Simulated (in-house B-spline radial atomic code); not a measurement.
How numerical settings move a run on Mn4+, [Ar] 3d3. Computed with an all-electron radial atomic-structure program (B-spline basis): Dirac-Kohn-Sham PBE, spherical fractional occupations, Fermi nucleus of rms radius 3.7057 fm.

Command:
```bash
python run_scf.py task.json out
```
Settings of the sound reference run:
```
Z                25
electrons        21
configuration    [Ar] 3d3
hamiltonian      dirac
method           pbe,pbe
spin_polarised   False
nucleus          fermi
rms_radius       3.7057
mass_number      55
atomic_mass      54.93804
speed_of_light   137.036
knot_spacing     0.22
spline_order     8
gauss_points     12
box_radius       12.77
max_iterations   70
damping          0.5
damped_steps     3
diis_vectors     10
tolerance        1e-08
start            Thomas-Fermi
```

Run time, properties included: 1.6 s on 1 thread of Arm Neoverse N1, with other jobs on the host.

It converges in 9 iterations to -1154.369293 hartree, with 3d5/2 at -60.6584 eV. The other runs change the listed settings, some to values that make no sense; their results aren't properties of the atom or ion. Radii are in bohr (the nuclear one in fm), a minus after a letter asks for a j subshell, and «unchanged» means within 1e-8 hartree. The run stops when the residual is below 10 × tolerance × max(1, Z/10), or a noise floor if that is larger, and the energy moves by less than 1e-8 × √|E| hartree; so very loose and very tight tolerances often act alike.

| changed settings | outcome |
| --- | --- |
| first_knot = 0.012 | converged in 9 iterations, energy +1.09e-02 hartree from the reference, 3d5/2 level -9.0e-04 eV |
| electrons = 29, configuration = [Ar] 3d11, max_iterations = 100 | stopped with error: shell 3d holds at most 10 electrons |
| spline_order = 6 | converged in 9 iterations, energy -1.11e-06 hartree from the reference |
| first_knot = 0.04 | converged in 9 iterations, energy +1.89e-01 hartree from the reference, 3d5/2 level -1.6e-02 eV |
| spline_order = 4 | converged in 9 iterations, energy +3.83e-04 hartree from the reference, 3d5/2 level -2.5e-04 eV |
| first_knot = 0.12, max_iterations = 100, damping = 0.95, tolerance = 0.01 | converged in 9 iterations, energy +2.89e+00 hartree from the reference, 3d5/2 level -3.2e-01 eV |
| spline_order = 7 | converged in 9 iterations, energy +6.56e-07 hartree from the reference, 3d5/2 level -1.2e-06 eV |
| first_knot = 0.0004 | converged in 9 iterations, energy +1.25e-04 hartree from the reference, 3d5/2 level -1.9e-06 eV |
| method = hf, spin_polarised = True | stopped with error: spin polarisation is not served with the Dirac Hamiltonian |
| first_knot = 4e-06 | converged in 10 iterations, energy +7.42e-07 hartree from the reference, 3d5/2 level -1.8e-06 eV |
| spline_order = 5 | converged in 9 iterations, energy +1.35e-05 hartree from the reference, 3d5/2 level -1.4e-05 eV |
| start = bare nucleus | converged in 9 iterations, energy unchanged, 3d5/2 level +3.9e-06 eV |
| box_radius = 6.38, max_iterations = 75, damping = 0.2, tolerance = 1e-05 | converged in 7 iterations, energy +2.31e-07 hartree from the reference, 3d5/2 level -2.4e-03 eV (the program warns: 3d5/2 reaches the box edge; 3d3/2 reaches the box edge) |

(1) What happens with first_knot = 4e-05?

(2) What happens with knot_spacing = 0.75, spline_order = 4, max_iterations = 50, damped_steps = 1, tolerance = 0.01?

(3) What happens with spline_order = 10?

(4) What happens with knot_spacing = 0.15, max_iterations = 75, diis_vectors = 1, start = bare nucleus?

Results:

(1) Converged in 9 iterations, energy -1.35e-06 hartree from the reference, 3d5/2 level +2.9e-07 eV.

(2) Converged in 7 iterations, energy +2.24e+00 hartree from the reference, 3d5/2 level -5.0e-01 eV.

(3) Converged in 9 iterations, energy +3.91e-07 hartree from the reference, 3d5/2 level +4.0e-07 eV.

(4) Converged in 39 iterations, energy -2.69e-06 hartree from the reference, 3d5/2 level +2.5e-05 eV.
